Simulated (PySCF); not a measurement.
Debugging a PySCF script (Sb2)

```python
from pyscf import gto, scf

mol = gto.M(
    atom='Sb 0 0 0; Sb 0 0 2.73',
    basis='sbkjc',
    ecp={'Sb': 'sbkjc'},
    charge=0,
    spin=0,
    verbose=4,
)
mf = scf.RHF(mol)
mf.max_cycle = 1
mf.kernel()
mf.mulliken_pop()
mf.dip_moment()
print('orbital energies (hartree):', mf.mo_energy[..., max(0, mol.nelec[1]-3):mol.nelec[0]+3].round(4))
```

```bash
$ OMP_NUM_THREADS=1 python input.py
```

The log, shortened:

```
[earlier lines left out]
SCF conv_tol_grad = None
SCF max_cycles = 1
direct_scf = True
direct_scf_tol = 1e-13
Set gradient conv threshold to 3.16228e-05
Initial guess from minao.
init E= -9.95640836747375
cycle= 1 E= -10.5349051986215  delta_E= -0.578  |g|= 0.0538  |ddm|=  2.3
SCF not converged.
SCF energy = -10.5349051986215
 ** Mulliken pop  **
pop of  0 Sb 5s           1.68476
pop of  0 Sb 6s           0.30435
pop of  0 Sb 5px          0.67159
pop of  0 Sb 5py          0.67159
pop of  0 Sb 5pz          0.87491
pop of  0 Sb 6px          0.32841
pop of  0 Sb 6py          0.32841
pop of  0 Sb 6pz          0.13599
pop of  1 Sb 5s           1.68476
pop of  1 Sb 6s           0.30435
pop of  1 Sb 5px          0.67159
pop of  1 Sb 5py          0.67159
pop of  1 Sb 5pz          0.87491
pop of  1 Sb 6px          0.32841
pop of  1 Sb 6py          0.32841
pop of  1 Sb 6pz          0.13599
 ** Mulliken atomic charges  **
charge of    0Sb =      0.00000
charge of    1Sb =     -0.00000
Dipole moment(X, Y, Z, Debye):  0.00000, -0.00000, -0.00000
orbital energies (hartree): [-0.1801 -0.1372 -0.1372 -0.0409 -0.0409  0.0837]
```

Which setting is at fault, why, and what does a mended input give?

The cycle limit (1): the limit is below the number of cycles that the SCF needs. With this edit
```diff
- mf.max_cycle = 1
```
the run finishes: E(SCF) = -10.537635 Eh, 6 cycles, μz(SCF) = 0.00 D.

Stability towards an unrestricted solution was not tested. The bond length is a typed value, not an optimised one.
